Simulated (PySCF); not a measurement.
Structure with atom numbers: `[CH3:1][c:2]1[cH:3][p:4][cH:5][n:6][c:7]1[SiH3:8]`. Each H is labelled by its parent atom.

PySCF 2.14 calculation with PBE0/pcSseg-1 with gauge-including orbitals and geometry from GFN2-xTB; one conformer, one averaged value for each set of equivalent atoms, no relativistic terms, in vacuum.

Scale: TMS for ¹³C (186.93 ppm) (reference shieldings calculated alike).

Do the ¹³C shifts follow the atomic charges (in e)? Tabulate both.

## Answers


```csv
atoms,hybridisation,δ (ppm),σ para (ppm),Hirshfeld,IAO,Mulliken,ESP-fitted
C5,sp2,185.9,-258,-0.05,-0.24,-0.18,+0.37
C3,sp2,171.8,-244,-0.10,-0.36,-0.29,+0.10
C7,sp2,164.8,-232,-0.03,-0.14,-0.10,+0.48
C2,sp2,143.9,-219,+0.01,+0.02,-0.27,-0.20
C1,sp3,27.4,-89,-0.11,-0.43,-0.16,-0.54
```

Correlation coefficients of δ with charge over these carbons: Hirshfeld +0.50, IAO +0.47, Mulliken -0.23, ESP-fitted +0.86; with the paramagnetic shielding -1.00. Among the 4 sp2 carbons alone: Hirshfeld -0.66, IAO -0.79, Mulliken +0.26, ESP-fitted +0.72. With so few points, grouped by hybridisation, these coefficients are fragile. Charge is one influence among several: hybridisation and low-lying excitations act through the paramagnetic term.

Shifts are as computed. Against solution values, carbons near 30 ppm lie about +3 ppm off and those near 130 ppm about +5 ppm. Of 1211 compounds with measured shifts, 218 miss one by over three times the rms of a fit or turn the order of signals round; such compounds aren't used in these exercises.
